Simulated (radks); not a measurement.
Effect of the nuclear size on neutral potassium, [Ar] 4s1. All-electron calculation, Dirac Kohn-Sham, LDA (Slater exchange, Perdew-Wang correlation), spin-unpolarised, spherical densities, finite nucleus; Fermi nuclear charge, rms radius 3.4349 fm. Program: a radial shooting solver on a logarithmic mesh with Libxc functionals. The rms radius is varied about that value; shifts are against it.

| rms radius (fm) | total energy shift (eV) | density at nucleus (e/bohr^3) | 1s1/2 shift (meV) | 2s1/2 shift (meV) | 2p1/2 shift (meV) |
|---|---|---|---|---|---|
| 2.7823 | -0.00807 | 5179 | -3.40 | -0.262 | 0.042 |
| 3.3284 | -0.00143 | 5158 | -0.603 | -0.046 | 0.007 |
| 3.4349 | 0 | 5154 | 0.000 | 0.000 | 0.000 |
| 3.5654 | 0.00181 | 5149 | 0.764 | 0.059 | -0.010 |
| 4.1734 | 0.0111 | 5131 | 4.69 | 0.361 | -0.058 |

Slopes of the eigenvalues against <r^2> in GHz/fm^2, as finite differences over the two radii next to the reference (eigenvalue slopes, not the field-shift constants of lines): 1s1/2 202, 2s1/2 15.6.
